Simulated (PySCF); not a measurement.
First SCF of a structure search on doublet KO₂, at a hand-made bent geometry. PySCF input:

```python
from pyscf import gto, scf, dft
mol = gto.M(atom='''
K      0.000000     0.000000     0.000000
O      2.047900     0.000000     1.433900
O     -2.047900     0.000000     1.433900''',
    basis={'K': 'def2-TZVP', 'O': 'def2-TZVP'},
    charge=0, spin=1)
mf = dft.UKS(mol, xc='B3LYP')
mf.grids.atom_grid = (50, 194)
aux = {'K': 'def2-universal-JKFIT', 'O': 'def2-universal-JKFIT'}
mf = mf.density_fit(auxbasis=aux)
mf.conv_tol = 1e-08
mf.diis_space = 10
mf.max_cycle = 60
mf.init_guess = 'minao'
mf.verbose = 4
mf.kernel()
```

Excerpt of the output (cycles alone):

```
init E= -749.870794905917
cycle= 1 E= -750.089456192067  delta_E= -0.219  |g|= 0.296  |ddm|=    1
cycle= 2 E= -750.141485041817  delta_E= -0.052  |g|= 0.452  |ddm|= 0.849
cycle= 3 E= -750.221546213084  delta_E= -0.0801  |g|= 0.0832  |ddm|= 0.265
cycle= 4 E= -750.224324141094  delta_E= -0.00278  |g|= 0.0246  |ddm|= 0.0443
cycle= 5 E= -750.224655468067  delta_E= -0.000331  |g|= 0.00628  |ddm|= 0.0241
cycle= 6 E= -750.224681361422  delta_E= -2.59e-05  |g|= 0.00178  |ddm|= 0.00611
cycle= 7 E= -750.224696911998  delta_E= -1.56e-05  |g|= 0.00141  |ddm|= 0.00662
cycle= 8 E= -750.224718180526  delta_E= -2.13e-05  |g|= 0.00236  |ddm|= 0.0111
cycle= 9 E= -750.224723875103  delta_E= -5.69e-06  |g|= 0.00144  |ddm|= 0.00272
cycle= 10 E= -750.224811817819  delta_E= -8.79e-05  |g|= 0.00102  |ddm|= 0.053
cycle= 11 E= -750.224839136239  delta_E= -2.73e-05  |g|= 0.000931  |ddm|= 0.0251
cycle= 12 E= -750.224842971261  delta_E= -3.84e-06  |g|= 0.000688  |ddm|= 0.00436
cycle= 13 E= -750.224865048243  delta_E= -2.21e-05  |g|= 0.00189  |ddm|= 0.056
cycle= 14 E= -750.224865955285  delta_E= -9.07e-07  |g|= 0.000946  |ddm|= 0.00793
cycle= 15 E= -750.224866617886  delta_E= -6.63e-07  |g|= 0.000652  |ddm|= 0.00457
cycle= 16 E= -750.224866906474  delta_E= -2.89e-07  |g|= 0.00028  |ddm|= 0.00484
cycle= 17 E= -750.224866955475  delta_E= -4.9e-08  |g|= 4.03e-06  |ddm|= 0.000799
cycle= 18 E= -750.224866956007  delta_E= -5.32e-10  |g|= 1.18e-05  |ddm|= 0.00026
Extra cycle  E= -750.224866956083  delta_E= -7.64e-11  |g|= 2.67e-06  |ddm|= 1.05e-05
converged SCF energy = -750.224866956083  <S^2> = 1.7594003  2S+1 = 2.8350664
```

This is not the lowest solution: another start and a stability analysis within the same unrestricted form found one 36.2 kJ/mol lower, at -750.23865 Eh.

The search for the lowest solution, 3 starts and the stability check together, took 28 s on 4 threads of a shared Arm Neoverse V2 host, with 95 basis functions; the process peaked at 0.43 GiB. Launch command: `OMP_NUM_THREADS=4 python axn.py task.json out`.
